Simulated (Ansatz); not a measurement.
Reaction (ligand exchange at a B–Cl bond): `N[SiH2]CBCl` + H₂S → `N[SiH2]CBS` + HCl

Isolated molecules relaxed with PBE0-D4/def2-TZVP in Ansatz; ΔE leaves out vibrations. CBS: MP2 limit from def2 TZ/QZ plus the TZ coupled-cluster correction, frozen cores. This one scheme is used for every species. Each species was taken in one conformer, which may not be the lowest.

`N[SiH2]CBCl`:

Cartesian coordinates in Å:
```
N -1.071 0.400 1.480
Si -1.040 0.225 -0.228
C 0.440 -0.842 -0.724
B 1.733 -0.159 -0.276
Cl 2.605 0.924 -1.349
H -0.290 0.801 1.973
H -1.939 0.628 1.938
H -0.948 1.495 -1.007
H -2.306 -0.454 -0.607
H 0.275 -1.797 -0.216
H 0.361 -0.959 -1.809
H 2.181 -0.263 0.827
```

H₂S:

Cartesian coordinates in Å:
```
S -0.307 -0.507 0.180
H 0.279 0.506 0.835
H 0.028 0.001 -1.015
```

`N[SiH2]CBS`:

Z-matrix (Å, degrees):
```
Si
C 1 1.885
N 1 1.720 2 109.0
H 1 1.493 2 107.7 3 126.0
H 1 1.487 2 110.5 3 -116.7
B 2 1.542 1 108.9 3 -60.3
H 2 1.094 1 105.8 3 62.8
H 2 1.095 1 105.6 3 179.2
H 3 1.009 1 119.6 2 59.6
H 3 1.007 1 119.2 2 -158.3
S 6 1.788 2 124.4 1 88.7
H 6 1.196 2 122.3 1 -86.6
H 11 1.346 6 98.8 2 3.3
```

HCl:

Z-matrix (Å, degrees):
```
Cl
H 1 1.279
```

```
      species  CCSD(T)/CBS(def2) energy (Eh)
`N[SiH2]CBCl`                     -870.69966
          H₂S                     -398.97279
 `N[SiH2]CBS`                     -809.29030
          HCl                     -460.38127
```

(1) Work out ΔE.

Largest T1 diagnostic among the species: 0.012.

## Answers

(1) ΔE = (-809.29030) + (-460.38127) − (-870.69966) − (-398.97279) = 0.00088 Eh = +2.3 kJ/mol.

In def2-TZVPP, CCSD(T) changes the Hartree–Fock value by −14.6 kJ/mol (the triples alone add −2.4 kJ/mol) and MP2 by −14.9 kJ/mol. The D4 term adds −5.3 kJ/mol with B3LYP and −3.0 kJ/mol with PBE0; it sums over pairs of atoms, weighted by their polarisabilities, and B3LYP, whose exchange is more repulsive, gets the larger term.

B3LYP here is the variant with VWN-RPA as its local correlation; programs differ in this.
